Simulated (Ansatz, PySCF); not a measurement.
This triplet is an excited state, 1.11 eV above the relaxed singlet at the level frozen-core CCSD(T)/cc-pVTZ // B3LYP-D3(BJ)/def2-TZVP (Ansatz, a first-principles code).

Cartesian coordinates (Å):
```xyz
7

C      1.3060     0.1120    -0.2429
S      0.1206    -1.0814     0.1777
C     -1.3073    -0.1005     0.2512
H      1.1806     1.1304     0.0981
H      2.2866    -0.2555    -0.5076
H     -2.1947    -0.5707     0.6488
H     -1.3917     0.7658    -0.3903
```
Charge 0, spin multiplicity 3.

Q: Predict the highest occupied spin orbital, total energy and dipole moment from PBE-D3(BJ)/def2-TZVP // B3LYP-D3(BJ)/def2-TZVP in PySCF 2.14.0.

A: 
```json
{
  "highest_occupied_spin_orbital": "-3.68 eV",
  "total_energy": "-476.4518 Ha",
  "dipole_moment": "0.58 D"
}
```
